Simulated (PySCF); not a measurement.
## Computed properties of B(Cl)(F)(NCO) (CBClFNO), SMILES O=C=NB(Cl)F

CBClFNO, SMILES O=C=NB(F)Cl. Geometry optimised at B3LYP-D3(BJ)/def2-SVP. One conformer was computed; it need not be the lowest. All values are computed for the isolated molecule unless a solvent is named; none is compared with measurement here.

**Structure.** The optimised structure has Cs symmetry. All 12 harmonic modes at B3LYP-D3(BJ)/def2-SVP (PySCF) are real, so it is a minimum. With heavy atoms numbered as in [B:1]([Cl:2])([F:3])[N:4]=[C:5]=[O:6], the shortest bond between them is C5–O6 at 1.166 Å and the longest B1–Cl2 at 1.762 Å.

**Vibrations.** The strongest infrared lines (harmonic, unscaled, degenerate partners summed) lie at 2463 cm⁻¹ (1516 km/mol, C 69 %, N 19 %, O 12 %), 1055 cm⁻¹ (471 km/mol, B 75 %, O 14 %), 1337 cm⁻¹ (361 km/mol, B 63 %, F 26 %). The softest mode is at 43 cm⁻¹ and the zero-point energy is 13.9 kcal/mol.

**Electronic structure.** CAM-B3LYP/def2-TZVP (PySCF) places the frontier levels at -10.64 and -0.33 eV, a gap of 10.31 eV, and gives a dipole moment of 0.16 D and a mean polarisability of 44.9 bohr³.

**Excitations.** TDA-B3LYP/def2-SVPD (PySCF) has S1 at 5.86 eV (211 nm, f = 0.000, dark); the most intense of the 10 singlets computed lies at 6.82 eV (f = 0.14). T1 (TDA) is at 5.69 eV, 0.17 eV under S1. No vertical singlet excitation falls in the visible range (under 3.1 eV).

**NMR.** GIAO shifts at KT2/pcSseg-1 (PySCF) (non-relativistic, atoms alike by connectivity averaged): ¹³C at 120.2 ppm against TMS; ¹⁹F at -80.8 ppm against CFCl3; ¹¹B at 6.8 ppm against BF3. Without spin–orbit terms, shifts of atoms bonded to Cl or Br come out too high.
